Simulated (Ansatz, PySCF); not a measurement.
C2H3FGe, SMILES `C=[CH][Ge][F]` (excited triplet; C–C–Ge–F torsion 0°) (charge 0, multiplicity 3). This triplet is an excited state, 2.07 eV above the relaxed singlet at the level B3LYP-D3(BJ)/def2-TZVP (PySCF).

These are PBE/cc-pVTZ // B3LYP-D3(BJ)/def2-TZVP (Ansatz, a first-principles code) values and carry that method's errors.

Ansatz 0.2 input:
```yaml
crystal:
  periodic: [false, false, false]
  atoms:
    - { symbol: C, position_ang: [-0.86038, -0.425124, -0.252351] }
    - { symbol: C, position_ang: [-0.213095, 0.708032, 0.031668] }
    - { symbol: Ge, position_ang: [1.68553, 0.725791, 0.482041] }
    - { symbol: F, position_ang: [2.351369, -0.911081, 0.44968] }
    - { symbol: H, position_ang: [-0.381688, -1.395107, -0.251593] }
    - { symbol: H, position_ang: [-1.91715, -0.394242, -0.49833] }
    - { symbol: H, position_ang: [-0.664584, 1.691732, 0.038887] }
basis:
  gaussian: { orbitals: cc-pVTZ }
hamiltonian:
  xc: pbe
magnetization:
  spin_polarized: true
  initial_magnetization: 2
```

Output:

```
Functional definition: PBE
1011 factors; their error is unknown
mean field evaluation 1: about -61322.9475 eV, gradient 6.4e1 eV
mean field evaluation 2: about -61097.8014 eV, gradient 1.6e2 eV
mean field evaluation 4: about -61336.6416 eV, gradient 4.3e1 eV
mean field evaluation 8: about -61344.8168 eV, gradient 5.9e-1 eV
mean field evaluation 16: about -61344.7997 eV, gradient 2.7e-3 eV
mean field -61344.79972598 eV, -2254.3798089311 hartree, gradient 7.7e-5 eV, S^2 2.004798; 0 other end points of the search recorded, 0 dependent functions left out
reference -61344.79976314 eV, -2254.3798102969 hartree; 29, 27 occupied and 146, 148 virtual orbitals, 1011 factors
Total energy: -61344.79976314 eV, -2254.3798102969 hartree
```
